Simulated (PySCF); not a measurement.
C9H12NSe (charge +1).
SMILES with atom numbers: `[CH3:1][Se:2]/[CH:3]=[CH:4]/[c:5]1[cH:6][cH:7][n+:8]([CH3:9])[cH:10][cH:11]1` (hydrogens: H12, H13, H14 on C1; H15 on C3; H16 on C4; H17 on C6; H18 on C7; H19, H20, H21 on C9; H22 on C10; H23 on C11)
Bond orders are those of one Lewis drawing.

Method: PBE0-D3(BJ)/def2-SVP geometry optimisation, gas phase in PySCF 2.14.0; density fitting, grid level 2; the optimiser is geomeTRIC in internal coordinates, started from a GFN2-xTB structure.

Geometry at step 1:
```
atom  x, y, z in Å
C1      4.9295    0.6325   -0.1746
Se2     4.0832    2.3658   -0.1203
C3      2.3166    1.8593   -0.0724
C4      1.7814    0.6079   -0.0734
C5      0.3767    0.3200   -0.0327
C6     -0.0607   -1.0278   -0.0299
C7     -1.3942   -1.3392    0.0100
N8     -2.3433   -0.3733    0.0473
C9     -3.7536   -0.7522    0.0991
C10    -1.9680    0.9278    0.0450
C11    -0.6481    1.2963    0.0061
H12     4.6443    0.0911   -1.0875
H13     4.6797    0.0539    0.7258
H14     6.0120    0.8257   -0.1913
H15     1.6656    2.7427   -0.0393
H16     2.4404   -0.2634   -0.1047
H17     0.6644   -1.8444   -0.0589
H18    -1.7545   -2.3704    0.0141
H19    -3.9579   -1.3073    1.0245
H20    -4.3739    0.1505    0.0790
H21    -4.0038   -1.3776   -0.7680
H22    -2.7749    1.6626    0.0756
H23    -0.4225    2.3641    0.0055
```

**Question.** What forces act on the atoms?

**Answer.** 
```csv
atom,Fx (eV/Å),Fy (eV/Å),Fz (eV/Å)
C1,0.145,-0.054,0.003
Se2,-0.064,-0.048,-0.001
C3,-0.073,0.209,0.000
C4,0.022,-0.056,0.001
C5,0.049,0.005,-0.002
C6,0.042,-0.086,-0.001
C7,-0.055,-0.022,0.000
N8,0.013,0.011,0.003
C9,-0.011,0.011,-0.002
C10,-0.062,-0.025,0.002
C11,-0.006,0.106,0.001
H12,0.001,0.024,0.022
H13,0.008,0.023,-0.023
H14,-0.056,-0.028,-0.001
H15,0.028,-0.079,-0.001
H16,-0.004,0.016,-0.002
H17,-0.024,0.040,0.000
H18,0.018,0.029,-0.001
H19,-0.006,-0.006,0.013
H20,0.005,-0.001,-0.001
H21,-0.005,-0.005,-0.011
H22,0.030,-0.013,-0.001
H23,0.006,-0.051,0.000
```

The largest, 0.22 eV/Å, acts on C3; the rms over all components is 0.044 eV/Å. The forces sum to zero within rounding, as they must for an isolated molecule in no field.

**Question.** Give the force on C3 in Eh/bohr and in nN.

**Answer.** 0.222 eV/Å ÷ 51.422 = 0.00431 Eh/bohr, and 0.222 eV/Å × 1.602 = 0.36 nN.

**Question.** How far is this geometry from the end of the optimisation?

**Answer.** 0.001 eV above it, and 0.008 Å rms away after alignment. The bonds farthest from their final lengths, with half the difference of the two atoms' forces along the bond (positive lengthens):

```json
{"bond": "C1–Se2", "now (Å)": "1.930", "final (Å)": "1.933", "force along bond (eV/Å)": "+0.05"}
{"bond": "C3–H15", "now (Å)": "1.098", "final (Å)": "1.096", "force along bond (eV/Å)": "-0.15"}
{"bond": "C1–H14", "now (Å)": "1.100", "final (Å)": "1.098", "force along bond (eV/Å)": "-0.10"}
```

The angle farthest from its final value is Se2–C3–C4, 129.1° against 128.5°.

What follows is the cost of the whole optimisation. Time: 3.5 min wall; peak memory 1.2 GiB. Hardware: one thread, Arm Neoverse V2 (aarch64), no GPU, shared host with 192 logical CPUs at a one-minute load of 137.
